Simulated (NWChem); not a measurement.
Molecule: CH2FNO2Si; SMILES N#CO[Si@@H](O)F

```xyz
8

N     -0.1259     2.9414    -0.0659
C      0.2354     1.8439     0.0848
O      0.6807     0.6425     0.2737
Si    -0.0352    -0.7658    -0.3521
O      0.8901    -2.0051     0.1483
F     -1.5147    -0.7991     0.2478
H     -0.0630    -0.7305    -1.8141
H      1.0902    -2.1089     1.0896
```
Atoms are numbered in this order, from 1.

Results from NWChem. Pople sets run with spherical d functions. Geometry: optimised at B3LYP/6-31G* (spherical d).

For level TPSS/6-311G**:

```
Quantity          Result
----------------  ------
orbital gap (eV)    6.92
```

Problem. Estimate the same quantities for level TPSS/6-31+G*.

Solution. 
* **orbital gap (eV)**: 6.42
